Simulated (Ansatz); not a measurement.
`[SH][Al]([Br])[Br]`. Charge 0, multiplicity 1. Geometry: relaxed with PBE0-D4/def2-TZVP. It is one conformer, not always the lowest.

```xyz
5

S    -1.666   -0.518    0.145
Al    0.317    0.188   -0.341
Br    0.725    0.893   -2.422
Br    1.941    0.218    1.200
H    -1.317   -0.780    1.417
```

(1) What is the dipole moment at r2SCAN/def2-TZVPP? (Best estimate.)

(2) And with PBE, B3LYP, ωB97M-V? (Best estimate.)

(3) Give the Mulliken charges with r2SCAN, B3LYP, ωB97M-V in def2-TZVPP. (Best estimate.)

Results:

(1) Computed: 0.96 D, with components (-0.32, -0.33, 0.84) D in this frame, pointing from negative to positive charge.

(2) Ansatz gave: PBE 0.92 D, B3LYP 0.94 D, ωB97M-V 0.95 D.

(3) The calculation gave: 
```tsv
atom	r2SCAN	B3LYP	ωB97M-V
S1	-0.22	-0.21	-0.21
Al2	0.50	0.48	0.42
Br3	-0.19	-0.19	-0.17
Br4	-0.20	-0.20	-0.18
H5	0.12	0.12	0.13
```

B3LYP here is the variant with VWN-RPA as its local correlation; programs differ in this.
